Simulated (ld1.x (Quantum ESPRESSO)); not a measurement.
# Varying the PAW potential for vanadium

Base potential:

```json
{
 "Element": "V (Z = 23)",
 "Generator": "ld1.x (Quantum ESPRESSO) 7.5",
 "Type": "PAW",
 "Functional": "PBE",
 "Relativity": "scalar-relativistic",
 "Frozen core": "[Ar]",
 "Valence charge": "5",
 "Reference configuration": "3d2 4s0 4p0 (charge +3)",
 "Partial waves": "4s (bound, empty): rcut 1.75, rcutus 2.40 bohr; 4s channel at -0.7 Ry: rcut 1.75, rcutus 2.40 bohr; 4p (bound, empty): rcut 2.40, rcutus 2.90 bohr; 4p channel at 2 Ry: rcut 2.40, rcutus 2.90 bohr; 3d (bound): rcut 1.20, rcutus 1.65 bohr; 3d channel at -2.3 Ry: rcut 1.20, rcutus 1.65 bohr",
 "Local potential": "all-electron potential smoothed inside 1.35 bohr (lloc = -1)",
 "Core correction": "Bessel-smoothed model core inside 0.95 bohr",
 "Augmentation charge": "PSQ, inside the norm-conserving radii"
}
```

Cutoffs, loose and tight: the cutoffs (Ry, on a coarse ladder) from which the occupation-weighted sum of valence levels, in a spherical-Bessel basis at the reference potential, stays within 10 and 1 mRy of its value at 400 Ry. They do not see the model core or the augmentation charge, which bear on the density cutoff. Test errors are all-electron minus pseudo excitation energies from the reference, over the configurations 3d3 4s2 4p0; 3d3 4s1 4p0; 3d3 4s0 4p0; 3d2 4s2 4p0; 3d1 4s0 4p0; 3d4 4s1 4p0; 3d3.5 4s1.5 4p0. A dash means not determined; rows that change the core or the reference have their own tests. The largest error is taken over the tests solved by every variant that gives reliable tests at all: 3d1 4s0 4p0; 3d2 4s2 4p0; 3d3 4s0 4p0; 3d3 4s1 4p0; 3d3 4s2 4p0.

A true bound ghost makes a file unfit for plane-wave use even where its test errors are small: the radial tests pick states by their node count and pass the ghost by.

```tsv
change	outcome	cutoff, loose	cutoff, tight	bound ghosts	largest test error (meV)
base	generated	35 Ry	55 Ry	s	-796
local potential all-electron potential smoothed inside 3.18 bohr (lloc = -1)	generated	35 Ry	55 Ry	none	-829
waves 4p (bound): rcut 2.40, rcutus 2.78 bohr; 4p channel at 2 Ry: rcut 2.40, rcutus 2.78 bohr	generated	35 Ry	55 Ry	s	-796
wave 4p channel at 2 Ry: rcut 2.40, rcutus 2.90 bohr becomes 4p channel at -1.43 Ry: rcut 2.40, rcutus 2.90 bohr	generated	35 Ry	55 Ry	s	-796
local potential all-electron potential smoothed inside 1.70 bohr (lloc = -1)	generated	35 Ry	55 Ry	s	-795
augmentation BESSEL, radius 1.20 bohr	generated	35 Ry	55 Ry	s	test run stopped at test 1 of 7 (negative rho)
core correction Bessel-smoothed model core inside 1.92 bohr	generated	35 Ry	55 Ry	s	-798
```

**Question.** What comes out with this change to the base: waves 3d (bound): rcut 1.00, rcutus 1.06 bohr; 3d channel at -2.3 Ry: rcut 1.00, rcutus 1.06 bohr?

**Answer.** outcome: generated; cutoff, loose: 90 Ry; cutoff, tight: 140 Ry; bound ghosts: s; largest test error (meV): test run stopped at test 1 of 7 (negative rho).

**Question.** What comes out with this change to the base: core [Ne], valence charge 13; reference 3s2 3p6 3d2 4s0 4p0; waves now 3s (bound): rcut 1.30, rcutus 1.65 bohr; 4s (bound): rcut 1.30, rcutus 1.65 bohr; 3p (bound): rcut 1.30, rcutus 1.70 bohr; 4p (bound): rcut 1.30, rcutus 1.70 bohr; 3d (bound): rcut 1.30, rcutus 1.50 bohr; 3d channel at -2.3 Ry: rcut 1.30, rcutus 1.50 bohr; local potential all-electron potential smoothed inside 1.15 bohr (lloc = -1); core correction Bessel-smoothed model core, default radius (core density twice the valence density)?

**Answer.** outcome: failed: new_paw_hamiltonian: negative rho. Cause: the spherical valence density built from the smooth waves and the augmentation charge turned negative at some radius.
